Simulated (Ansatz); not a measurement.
Consider the redistribution: `BC1=CB1` + `CC[CH2][ZnH]` → `BC[CH2][ZnH]` + `CC1=CB1`.

Gas-phase electronic energies from Ansatz, PBE0-D4/def2-TZVP geometries. CBS: MP2 limit from def2 TZ/QZ plus the TZ coupled-cluster correction, frozen cores. Functionals use def2-TZVPP. B3LYP here is the variant with VWN-RPA as its local correlation; programs differ in this. For Zn outer-core shells are correlated without core-valence functions, which leaves a few kJ/mol of doubt a bond. Scalar relativity is left out up to krypton. One conformer a species, not always the lowest.

```tsv
level	ΔE (kJ/mol)	difference from CCSD(T)/CBS
PBE-D4	46.9	9.5
r2SCAN-D4	44.7	7.3
PBE0-D4	38.3	0.9
B3LYP-D4	33.5	-3.9
ωB97X-V	29.1	-8.3
ωB97M-V	34.8	-2.6
B2PLYP	34.0	-3.4
PBE	46.0	8.6
r2SCAN	44.5	7.1
PBE0	37.5	0.1
B3LYP	32.0	-5.4
HF/def2-TZVPP	2.6	-34.8
MP2/def2-TZVPP	40.1	2.7
SCS-MP2/def2-TZVPP	33.3	-4.1
CCSD/def2-TZVPP	30.6	-6.8
CCSD(T)/def2-TZVPP	37.1	-0.3
HF/def2-QZVPP	2.9	-34.5
MP2/def2-QZVPP	40.4	3.0
SCS-MP2/def2-QZVPP	33.3	-4.1
HF/CBS(def2)	2.9	-34.5
MP2/CBS(def2)	40.4	3.0
CCSD/CBS(def2)	30.9	-6.5
CCSD(T)/CBS	37.4	0
```

Largest T1 diagnostic among the species: 0.014.

In def2-TZVPP, CCSD(T) changes the Hartree–Fock value by +34.5 kJ/mol (the triples alone add +6.5 kJ/mol) and MP2 by +37.5 kJ/mol. From PBE to PBE0 (25 % exact exchange), in def2-TZVPP and without D4, ΔE moves by −8.4 kJ/mol.
